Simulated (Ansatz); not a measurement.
`[OH][GeH]1[CH2][O]1` and `[NH2][Ge]1([OH])[CH2][O]1` differ in one atom or group.

Ansatz, PBE0-D4/def2-TZVP geometries, multiplicity 1. Each molecule was computed in one conformer, which needn't be the lowest.

Scalar relativity is left out up to krypton.

```
                                        property  `[OH][GeH]1[CH2][O]1`
size of the dipole moment (B3LYP/def2-TZVPP) / D                   2.30
           LUMO energy (ωB97M-V/def2-TZVPP) / eV                   1.45
           HOMO energy (ωB97M-V/def2-TZVPP) / eV                  -9.43
               LUMO energy (PBE/def2-TZVPP) / eV                  -1.35
              HOMO energy (PBE0/def2-TZVPP) / eV                  -7.22
  zero-point energy (PBE0-D4/def2-TZVP) / kJ/mol                  134.9
```

**Question.** What does the change do to each property? (Best estimate.)

**Answer.** Computed: 
```csv
property,`[NH2][Ge]1([OH])[CH2][O]1`,shift
size of the dipole moment (B3LYP/def2-TZVPP) / D,2.57,0.27
LUMO energy (ωB97M-V/def2-TZVPP) / eV,1.35,-0.10
HOMO energy (ωB97M-V/def2-TZVPP) / eV,-9.03,0.40
LUMO energy (PBE/def2-TZVPP) / eV,-1.36,-0.01
HOMO energy (PBE0/def2-TZVPP) / eV,-6.80,0.42
zero-point energy (PBE0-D4/def2-TZVP) / kJ/mol,183.2,48.3
```

The zero-point energy changes by 48.3 kJ/mol with +6 modes. Dipoles are sizes alone; their direction can turn.

B3LYP here is the variant with VWN-RPA as its local correlation; programs differ in this.
